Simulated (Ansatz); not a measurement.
Molecule: BeH₂, net charge 1, doublet state. 
Structure (B3LYP-D3(BJ)/def2-TZVP (Ansatz, a program for electronic structure) minimum search):
```
Be
H 1 1.4200
H 1 1.4200 2 92.64
```
Charge +1, spin multiplicity 2.

Basis-set convergence of Hartree-Fock and MP2 correlation energies (hartree) with Ansatz. Valence correlation only, unless marked. Open shells are spin-unrestricted. Spin-orbit coupling is left out. Non-relativistic.

```tsv
basis	functions	E(HF)	E(corr, MP2)
def2-SVPD	28	-15.35023	-0.02799
def2-TZVPPD	56	-15.36876	-0.03397
def2-QZVPPD	102	-15.37122	-0.03737
```

Extrapolating the two largest sets (X = 3 and 4) as X^-3: E(corr) = (64·(-0.03737) - 27·(-0.03397))/37 = -0.0399 Eh, an estimate of the basis-set limit. The largest set recovers 93.8 % of it, the smallest 70.2 %.
